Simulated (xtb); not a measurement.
Cu2, SMILES [Cu][Cu], multiplicity 1. All values are semi-empirical tight-binding results from xtb (GFN2-xTB unless named), good for trends rather than for accurate numbers. Geometry optimised at GFN2-xTB. The spin state was assumed, not searched.

For metal compounds this method's bond lengths and energies can be far off.

```
Quantity                      Result
---------------------------  -------
point group as xtb finds it      D∞h
orbital gap                  5.67 eV
```
